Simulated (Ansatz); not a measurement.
Gas-phase electronic energies from Ansatz, PBE0-D4/def2-TZVP geometries. CBS: MP2 limit from def2 TZ/QZ plus the TZ coupled-cluster correction, frozen cores. DFT in def2-TZVPP. B3LYP here is the variant with VWN-RPA as its local correlation; programs differ in this. Elements past krypton have def2 core potentials. For Sn outer-core shells are correlated without core-valence functions, which leaves a few kJ/mol of doubt a bond. One conformer a species, not always the lowest.

Consider the ligand exchange at the Al–C bond: `[AlH2]/[CH]=[CH]/[SnH3]` + `C=C[SiH2]S` → `C=C[SiH2][S][AlH2]` + `C=[CH][SnH3]`.

```
             level  ΔE (kJ/mol)  difference from CCSD(T)/CBS
            PBE-D4       -119.5                          3.4
         r2SCAN-D4       -123.3                         -0.4
          B3LYP-D4       -118.4                          4.5
           ωB97X-V       -120.6                          2.3
            B2PLYP       -116.3                          6.6
               PBE       -115.6                          7.3
            r2SCAN       -122.4                          0.5
              PBE0       -119.7                          3.2
     HF/def2-TZVPP       -117.6                          5.3
   CCSD/def2-TZVPP       -118.6                          4.3
CCSD(T)/def2-TZVPP       -119.4                          3.5
     HF/def2-QZVPP       -117.0                          5.9
    MP2/def2-QZVPP       -125.0                         -2.1
SCS-MP2/def2-QZVPP       -121.3                          1.6
      HF/CBS(def2)       -116.9                          6.0
    CCSD/CBS(def2)       -122.2                          0.7
       CCSD(T)/CBS       -122.9                            0
```

Largest T1 diagnostic among the species: 0.013.

From PBE to PBE0 (25 % exact exchange), in def2-TZVPP and without D4, ΔE moves by −4.1 kJ/mol. The D4 term adds −6.4 kJ/mol with B3LYP and −3.5 kJ/mol with PBE0; it sums over pairs of atoms, weighted by their polarisabilities, and B3LYP, whose exchange is more repulsive, gets the larger term.
